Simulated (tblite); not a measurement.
Species: C7H15P.
SMILES with atom numbers: `[CH3:1]/[CH:2]=[CH:3]\[PH:4][C@@H:5]([CH3:6])[CH2:7][CH3:8]` (hydrogens: H9, H10, H11 on C1; H12 on C2; H13 on C3; H14 on P4; H15 on C5; H16, H17, H18 on C6; H19, H20 on C7; H21, H22, H23 on C8)

Geometry (GFN2-xTB, Å), atoms numbered from 1 in this order:
```xyz
23
C7H15P angstrom
C      3.6189    0.1592   -0.0086
C      2.7441   -0.6184   -0.9308
C      1.4237   -0.5009   -1.0013
P      0.4252    0.6991   -0.0683
C     -1.1781   -0.2736   -0.0384
C     -1.0167   -1.6152    0.6701
C     -2.2868    0.5581    0.6103
C     -2.6105    1.8168   -0.1820
H      4.4894    0.5381   -0.5424
H      3.9774   -0.4782    0.8009
H      3.0716    0.9982    0.4180
H      3.2531   -1.3379   -1.5622
H      0.8675   -1.0765   -1.7337
H      0.8325    0.2907    1.2106
H     -1.4444   -0.4486   -1.0900
H     -1.9356   -2.1963    0.5957
H     -0.7950   -1.4609    1.7257
H     -0.2061   -2.1963    0.2336
H     -3.1866   -0.0585    0.6952
H     -1.9805    0.8339    1.6231
H     -3.4013    2.3821    0.3060
H     -1.7283    2.4503   -0.2605
H     -2.9382    1.5618   -1.1877
```

Level: GFN2-xTB in tblite, geometry and Hessian alike; calculated harmonic values, unscaled, isolated species. Against measured fundamentals such values can be off by several per cent, at times by over 20. Modes of hydrogen on phosphorus can be 10 to 20 % off. One conformer, not necessarily the lowest.

Harmonic wavenumbers (cm⁻¹): 33.8, 56.6, 94.0, 97.7, 134.6, 196.6, 211.9, 217.3, 237.5, 315.6, 356.4, 366.3, 448.5, 519.9, 644.2, 682.2, 749.1, 822.2, 854.9, 859.5, 892.4, 907.8, 980.2, 984.7, 1022.9, 1036.0, 1062.2, 1072.1, 1086.0, 1120.0, 1165.9, 1217.5, 1229.2, 1268.8, 1284.6, 1310.3, 1348.2, 1396.9, 1410.8, 1413.7, 1469.4, 1476.8, 1489.6, 1495.5, 1496.4, 1498.9, 1499.8, 1675.5, 2222.8, 2884.6, 2945.0, 2963.7, 2987.0, 3001.5, 3006.3, 3011.1, 3015.5, 3016.9, 3018.3, 3022.5, 3028.9, 3033.2, 3034.4.

A = 3283, B = 827.5, C = 732.3 MHz; mass 130.091 u (most abundant isotopes); point group C1, symmetry number 1.

Task: What is the zero-point energy?

Result: Half the sum of the wavenumbers: 43701 cm⁻¹ = 522.78 kJ/mol.

Task: Give the ideal-gas entropy at 500 K and 1 bar in the rigid-rotor, harmonic-oscillator model (classical rotation).

Result: Translation 180.32, rotation 129.75, vibration 246.67: S = 556.7 J/(mol K).

Task: And Cp and H(500 K) − H(0)?

Result: Cp = 268.07 J/(mol K), of which vibrations give 234.82 (their classical limit is 63 R = 523.8); H(500 K) − H(0) = 77.81 kJ/mol without the zero-point energy, 61.18 from vibrations.

Task: Blend soft modes into free rotors: weight 1/[1 + (100 cm⁻¹/ν̃)⁴] for the oscillator and the rest for a rotor with moment μB/(μ + B), μ = h/(8π²ν), B = 10⁻⁴⁴ kg m². What vibrational entropy results?

Result: 225.13 J/(mol K) in place of 246.67, which changes −T·S at 500 K by +10.77 kJ/mol.

Task: Which modes carry the vibrational entropy at 500 K?

Result: 33.8 cm⁻¹: 27.69; 56.6 cm⁻¹: 23.41; 94.0 cm⁻¹: 19.21; 97.7 cm⁻¹: 18.89; 134.6 cm⁻¹: 16.25; 196.6 cm⁻¹: 13.16 J/(mol K); the other 57 give 128.05 together.

Task: How do the functions run with temperature in this model?

Result: 
```csv
T (K),S (J/(mol K)),Cp (J/(mol K)),H − H(0) (kJ/mol),G − H(0) (kJ/mol),ln q(vib)
100,305.4,90.8,6.14,-24.40,2.49
200,381.8,133.1,17.40,-58.95,5.82
300,444.0,178.1,32.90,-100.30,8.96
800,704.9,362.1,173.48,-390.43,23.53
1000,790.5,404.5,250.35,-540.13,28.90
```

q(vib) and H(0) count from the zero-point level.

Task: What must be added to the electronic energy to get the Gibbs energy at 500 K and 1 bar?

Result: ZPE + [H(500 K) − H(0)] − T·S = 522.78 + 77.81 − 278.37 = 322.22 kJ/mol.

Hindered rotation and anharmonicity are outside this model. Other conformers, if any are populated, would add a mixing term that is left out. The structure is chiral; the term R ln 2 for an equal mix with its mirror image is left out.
